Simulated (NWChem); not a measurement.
# Hg

Results from NWChem. def2 effective core potentials on Hg; no spin-orbit coupling. Level: PBE0/def2-SVPD; the question gives the wavelength of the field.

What does the run give for field static? Quantities: isotropic polarisability (bohr³); anisotropy (bohr³).


```json
{
  "isotropic polarisability (bohr³)": "34.4",
  "anisotropy (bohr³)": "0.0"
}
```
